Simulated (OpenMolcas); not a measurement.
An OpenMolcas run meant for Cr IV (ANO-L-VDZP, non-relativistic; inactive shells 1s 2s 2p 3s 3p; intended active space 3 electrons in 5 orbitals (3d)). One step of its input:

```
&RASSCF
FileOrb=start.orb
Symmetry=2
Spin=4
nActEl=3 0 0
Inactive=3 6
Ras2=5 0
CIRoot=10 10 1
SDav=10
CIMx=300
Iter=55 100
PrWF=0.3
OrbListing=Nothing
MaxOrb=0
Atom
>>> COPY $Project.JobIph JOB001
```

Lines from the output:

```
...
      Number of secondary orbitals              20
      Spin quantum number                      1.5
      State symmetry                             2
Orbital specifications:
      -----------------------

      Symmetry species                           1   2
                                                ag  au
      Frozen orbitals                            0   0
      Inactive orbitals                          3   6
      Active orbitals                            5   0
      RAS1 orbitals                              0   0
      RAS2 orbitals                              5   0
      RAS3 orbitals                              0   0
      Secondary orbitals                         7  13
      Deleted orbitals                           0   0
      Number of basis functions                 15  19
      Number of CSFs                             0
      Number of root(s) required                10
 ************ ERROR ***********
  You can't ask for more roots
  than there are configurations
 ******************************
--- Stop Module: rasscf at  /rc=_RC_INPUT_ERROR_ ---
.####################.
.# User input error #.
.####################.
```

Question: What is wrong with the input?

Answer: The state symmetry names the wrong parity for these configurations.
